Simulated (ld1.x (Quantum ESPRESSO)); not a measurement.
Which change was made? (Ba, TM)

- Element: Ba
- Generator: ld1.x (Quantum ESPRESSO) 7.5
- Type: norm-conserving Troullier–Martins (Kleinman–Bylander form)
- Functional: PW91
- Relativity: scalar-relativistic
- Frozen core: [Xe]
- Valence charge: 2
- Reference configuration: 5d0 6s1.5 6p0.5
- Partial waves: 6s (bound): rc 4.20 bohr; 6p (bound): rc 3.85 bohr; 5d (bound, empty): rc 4.20 bohr; 4f channel at -0.05 Ry: rc 3.70 bohr
- Local potential: all-electron potential smoothed inside 2.85 bohr (lloc = -1)
- Core correction: Bessel-smoothed model core inside 3.20 bohr

Cutoffs, loose and tight: the cutoffs (Ry, on a coarse ladder) from which the occupation-weighted sum of valence levels, in a spherical-Bessel basis at the reference potential, stays within 10 and 1 mRy of its value at 400 Ry. They do not see the model core or the augmentation charge, which bear on the density cutoff. Test errors are all-electron minus pseudo excitation energies from the reference, over the configurations 5d0 6s2 6p0; 5d0 6s1 6p0; 5d0 6s1.5 6p0; 5d0.5 6s1.5 6p0; 5d1 6s0 6p0; 5d0 6s0 6p1; 5d1 6s1 6p0; variants that change the core or the reference have their own tests. The largest error is taken over the tests solved by every variant that gives reliable tests at all, those not shown here included: 5d0 6s1 6p0; 5d0 6s1.5 6p0; 5d0 6s2 6p0; 5d1 6s0 6p0.

The base gives: outcome: generated; cutoff, loose: 6 Ry; cutoff, tight: 8 Ry; bound ghosts: s, p; largest test error (meV): -62.

Question: After one change the result is: outcome: generated; cutoff, loose: 6 Ry; cutoff, tight: 6 Ry; bound ghosts: s; largest test error (meV): -8.3. Which change was it?
A. all radii but the core radius scaled by about 0.77 (s 3.24, p 2.98, d 3.24, f 2.86 bohr); local potential all-electron potential smoothed inside 2.20 bohr (lloc = -1)
B. all radii but the core radius scaled by about 0.91 (s 3.82, p 3.50, d 3.82, f 3.36 bohr); local potential all-electron potential smoothed inside 2.60 bohr (lloc = -1)
C. all radii but the core radius scaled by about 1.38 (s 5.78, p 5.30, d 5.78, f 5.08 bohr); local potential all-electron potential smoothed inside 3.92 bohr (lloc = -1)
D. all radii but the core radius scaled by about 1.23 (s 5.18, p 4.76, d 5.18, f 4.56 bohr); local potential all-electron potential smoothed inside 3.52 bohr (lloc = -1)

Answer: D. The others give: all radii but the core radius scaled by about 0.91 (s 3.82, p 3.50, d 3.82, f 3.36 bohr); local potential all-electron potential smoothed inside 2.60 bohr (lloc = -1) → outcome: generated; cutoff, loose: 8 Ry; cutoff, tight: 12 Ry; bound ghosts: s, p; largest test error (meV): -60 | all radii but the core radius scaled by about 1.38 (s 5.78, p 5.30, d 5.78, f 5.08 bohr); local potential all-electron potential smoothed inside 3.92 bohr (lloc = -1) → outcome: generated; cutoff, loose: 6 Ry; cutoff, tight: 6 Ry; bound ghosts: s; largest test error (meV): +19 | all radii but the core radius scaled by about 0.77 (s 3.24, p 2.98, d 3.24, f 2.86 bohr); local potential all-electron potential smoothed inside 2.20 bohr (lloc = -1) → outcome: generated; cutoff, loose: 30 Ry; cutoff, tight: 40 Ry; bound ghosts: p, s; largest test error (meV): -44.
